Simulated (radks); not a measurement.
The numbers below are computed, except where a source is named.
Spin polarisation of the 4f5 shell in Sm3+. Start: [Xe] 4f(up 2.5, down 2.5); electrons of 4f are moved from spin down to spin up, other shells keep equal spins. Level of theory: scalar-relativistic Kohn-Sham, PBE, spin-polarised, spherical densities, point nucleus (a radial shooting solver on a logarithmic mesh with Libxc functionals).

moment (Bohr magnetons)  E - E(0) (eV)  e(4f up) (eV)  e(4f down) (eV)  5p down minus up (eV)  5s down minus up (eV)
0                                0.000        -32.421          -32.421                  0.000                  0.000
1                               -0.188        -32.780          -32.026                  0.338                  0.454
2                               -0.754        -33.103          -31.596                  0.678                  0.908
3                               -1.696        -33.390          -31.130                  1.019                  1.365
4                               -3.015        -33.639          -30.628                  1.363                  1.825
5                               -4.709        -33.850          -30.088                  1.711                  2.290

At moment 5 the spin-polarisation energy is -4.709 eV and the 4f exchange splitting 3.762 eV, that is 0.752 eV per Bohr magneton; E = -I m^2/4 would give I = 0.753 eV.
